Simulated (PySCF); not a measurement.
**Nonlinear optical response: 4-methoxystyrene (C=Cc1ccc(OC)cc1, C$_{9}$H$_{10}$O)**

Molfile (atoms numbered from 1):
```
C9H10O
     RDKit          3D

 20 20  0  0  0  0  0  0  0  0999 V2000
   -4.0666    0.3077    0.2288 C   0  0  0  0  0  0  0  0  0  0  0  0
   -3.1871   -0.6239   -0.1603 C   0  0  0  0  0  0  0  0  0  0  0  0
   -1.7236   -0.5375   -0.1475 C   0  0  0  0  0  0  0  0  0  0  0  0
   -0.9625   -1.6303   -0.5981 C   0  0  0  0  0  0  0  0  0  0  0  0
    0.4228   -1.6016   -0.6065 C   0  0  0  0  0  0  0  0  0  0  0  0
    1.1042   -0.4631   -0.1584 C   0  0  0  0  0  0  0  0  0  0  0  0
    2.4501   -0.5151   -0.1985 O   0  0  0  0  0  0  0  0  0  0  0  0
    3.1825    0.5942    0.2390 C   0  0  0  0  0  0  0  0  0  0  0  0
    0.3676    0.6395    0.2952 C   0  0  0  0  0  0  0  0  0  0  0  0
   -1.0226    0.5916    0.2961 C   0  0  0  0  0  0  0  0  0  0  0  0
   -3.7559    1.2817    0.6168 H   0  0  0  0  0  0  0  0  0  0  0  0
   -5.1415    0.1230    0.1707 H   0  0  0  0  0  0  0  0  0  0  0  0
   -3.5812   -1.5749   -0.5376 H   0  0  0  0  0  0  0  0  0  0  0  0
   -1.4791   -2.5270   -0.9514 H   0  0  0  0  0  0  0  0  0  0  0  0
    1.0094   -2.4527   -0.9573 H   0  0  0  0  0  0  0  0  0  0  0  0
    2.9661    1.4944   -0.3634 H   0  0  0  0  0  0  0  0  0  0  0  0
    4.2430    0.3374    0.1224 H   0  0  0  0  0  0  0  0  0  0  0  0
    2.9868    0.8240    1.3015 H   0  0  0  0  0  0  0  0  0  0  0  0
    0.8692    1.5403    0.6500 H   0  0  0  0  0  0  0  0  0  0  0  0
   -1.5726    1.4645    0.6550 H   0  0  0  0  0  0  0  0  0  0  0  0
  1  2  2  0
  2  3  1  0
  3  4  1  0
  4  5  2  0
  5  6  1  0
  6  7  1  0
  7  8  1  0
  6  9  2  0
  9 10  1  0
 10  3  2  0
  1 11  1  0
  1 12  1  0
  2 13  1  0
  4 14  1  0
  5 15  1  0
  8 16  1  0
  8 17  1  0
  8 18  1  0
  9 19  1  0
 10 20  1  0
M  END
```

Method used: quadratic response CAM-B3LYP/aug-cc-pVDZ first hyperpolarisability, Taylor convention, gas phase (PySCF 2.14.0). Geometry: PBE0-D3(BJ)/def2-SVP.

Question: Give β for the processes computed.

Answer: In au, Taylor convention; the vector part is βᵢ = ⅓ Σⱼ (βᵢⱼⱼ + βⱼᵢⱼ + βⱼⱼᵢ); β∥ is 3/5 of the vector part along the dipole, the dipole points from − to +:
```tsv
process	λ (nm)	β vector norm	β∥	β HRS	depolarisation ratio
static β(0;0,0)	∞	844.1	297.2	347.2	5.12
second harmonic β(−2ω;ω,ω)	1907	931.7	328.8	383.2	5.11
Pockels β(−ω;ω,0)	1907	871.8	307.1	–	–
second harmonic β(−2ω;ω,ω)	1064	1189.9	422.0	489.4	5.08
Pockels β(−ω;ω,0)	1064	938.5	331.2	–	–
```

Question: Which lowest excitations, dipole and polarisabilities go with it?

Answer: S1 4.60 eV (f = 0.231); S2 4.97 eV (f = 0.243); S3 5.36 eV (f = 0.014); dipole 1.52 D; isotropic α 120.9 au static, 121.5 au at 1907 nm, 123.0 au at 1064 nm, 123.6 au at 953.5 nm, 130.8 au at 532 nm.
